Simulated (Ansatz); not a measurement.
The cluster B7H13, 20 atoms. Hardware: 4 threads of Arm Neoverse V1 on a shared host.

Correlated methods freeze 7 core orbitals.

Q: How many basis functions does each of these Ansatz runs have, and roughly what does it cost? BHLYP-D4/def2-TZVP, charge 0 singlet, energy, from earlier orbitals; PBE0-D4/def2-TZVP, charge 0 singlet, energy, from earlier orbitals; MP2/def2-TZVP, charge 0 singlet, energy, from earlier orbitals; r2SCAN-D4/def2-TZVP, charge 0 singlet, energy, from earlier orbitals; B3LYP-D4/def2-SVP, charge 0 singlet, relaxation, 9 steps; CCSD(T)/def2-SVP, charge 0 singlet, energy, from earlier orbitals; PBE0-D4/def2-SVP, charge 0 singlet, energy, from earlier orbitals; PBE-D4/def2-SVP, charge 0 singlet, energy, from earlier orbitals; B97M-V/def2-TZVP, charge 0 singlet, energy, from earlier orbitals; LC-ωPBE/def2-TZVP, charge 0 singlet, energy, from earlier orbitals; PBE-D4/def2-TZVP, charge 0 singlet, energy and forces, from earlier orbitals.

A: Other jobs shared the machine, so times can vary by a factor of up to 3. A dash marks memory too small to be measured apart from the calling script's.

| run | functions | fitting or Cholesky vectors | wall time | peak host memory (GiB) |
| --- | --- | --- | --- | --- |
| PBE-D4/def2-SVP, charge 0 singlet, energy, from earlier orbitals | 163 | 1832 | 2.2 s | – |
| PBE0-D4/def2-SVP, charge 0 singlet, energy, from earlier orbitals | 163 | 1832 | 2.7 s | – |
| PBE-D4/def2-TZVP, charge 0 singlet, energy and forces, from earlier orbitals | 295 | 1755 | 5.5 s | – |
| LC-ωPBE/def2-TZVP, charge 0 singlet, energy, from earlier orbitals | 295 | 1755 | 5.5 s | 0.81 |
| BHLYP-D4/def2-TZVP, charge 0 singlet, energy, from earlier orbitals | 295 | 2035 | 6 s | 0.94 |
| MP2/def2-TZVP, charge 0 singlet, energy, from earlier orbitals | 295 | 1980 | 6.5 s | 1.1 |
| PBE0-D4/def2-TZVP, charge 0 singlet, energy, from earlier orbitals | 295 | 1755 | 7 s | 0.89 |
| r2SCAN-D4/def2-TZVP, charge 0 singlet, energy, from earlier orbitals | 295 | 1755 | 8 s | – |
| B97M-V/def2-TZVP, charge 0 singlet, energy, from earlier orbitals | 295 | 1755 | 19 s | 0.61 |
| B3LYP-D4/def2-SVP, charge 0 singlet, relaxation, 9 steps | 163 | 1850 | 30 s | – |
| CCSD(T)/def2-SVP, charge 0 singlet, energy, from earlier orbitals | 163 | 1672 | 40 s | 1.8 |
